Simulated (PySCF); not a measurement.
Two species compared at the same levels of theory.

First species: C₂H₄SSi.
SMILES with atom numbers: `[SiH3:1][CH:2]=[C:3]=[S:4]` (hydrogens: H5, H6, H7 on Si1; H8 on C2)

Structure used (GFN2-xTB), in Å, numbered top down from 1:
```
atom  x, y, z in Å
Si1   -1.132   -0.134    0.014
C2     0.629    0.481    0.330
C3     1.653   -0.052   -0.241
S4     2.809   -0.771   -1.003
H5    -1.970    1.063   -0.067
H6    -1.546   -0.974    1.142
H7    -1.169   -0.893   -1.232
H8     0.736    1.290    1.033
```

Second species: C₂H₄SSi.
Structure used (GFN2-xTB), in Å, numbered top down from 1:
```
atom  x, y, z in Å
C1     0.773   -0.251   -0.454
C2     0.954    0.747    0.424
S3    -0.567    1.134    1.210
Si4   -1.062   -0.519   -0.189
H5     1.539   -0.685   -1.073
H6     1.847    1.291    0.680
H7    -1.986   -0.027   -1.198
H8    -1.488   -1.680    0.576
```

Levels: PBE0/def2-SVPD for dipole moment, HOMO energy, LUMO energy, HOMO–LUMO gap, static isotropic polarisability and electronic spatial extent ⟨r²⟩ about the centre of nuclear charge; TDDFT PBE0/def2-SVPD for lowest singlet excitation; TDA PBE0/def2-SVPD for lowest triplet excitation (Tamm–Dancoff); GFN2-xTB for rotational constant A and rotational constant C. Geometries: GFN2-xTB. All species are isolated and taken at one optimised geometry, non-relativistic unless stated. Electronic properties by PySCF.

Values for the first species:

```
Dipole moment                                                     : 1.39 D
HOMO energy                                                       : -6.70 eV
LUMO energy                                                       : -2.13 eV
HOMO–LUMO gap                                                     : 4.57 eV
Lowest singlet excitation                                         : 2.82 eV
Lowest triplet excitation (Tamm–Dancoff)                          : 2.48 eV
Static isotropic polarisability                                   : 76.3 au
Electronic spatial extent ⟨r²⟩ about the centre of nuclear charge : 687 bohr²
Rotational constant A                                             : 20.366 GHz
Rotational constant C                                             : 1.659 GHz
```

(1) Estimate the same properties for the second species, and the change in each.

Answers

(1) 
```
                                                         property       first     second  second less first
                                                    dipole moment      1.39 D     1.84 D            +0.45 D
                                                      HOMO energy    -6.70 eV   -6.34 eV           +0.36 eV
                                                      LUMO energy    -2.13 eV   -0.70 eV           +1.43 eV
                                                    HOMO–LUMO gap     4.57 eV    5.64 eV           +1.07 eV
                                        lowest singlet excitation     2.82 eV    4.31 eV           +1.49 eV
                         lowest triplet excitation (Tamm–Dancoff)     2.48 eV    3.36 eV           +0.88 eV
                                  static isotropic polarisability     76.3 au    67.1 au            -9.2 au
electronic spatial extent ⟨r²⟩ about the centre of nuclear charge   687 bohr²  413 bohr²         -274 bohr²
                                            rotational constant A  20.366 GHz  7.480 GHz        -12.886 GHz
                                            rotational constant C   1.659 GHz  3.203 GHz         +1.544 GHz
```

On the first: In wavenumbers S1 is 22700 cm⁻¹ (1 eV = 8065.54 cm⁻¹). The polarisability is 11.31 Å³ as a volume (1 au = 0.148185 Å³), or 1.66 au for each of the 46 electrons.

On the second: The principal polarisabilities are 52.3, 69.6 and 79.4 au; their mean is the isotropic value. The 8 singlets span 4.31 to 6.94 eV, and their oscillator strengths add up to 0.16.
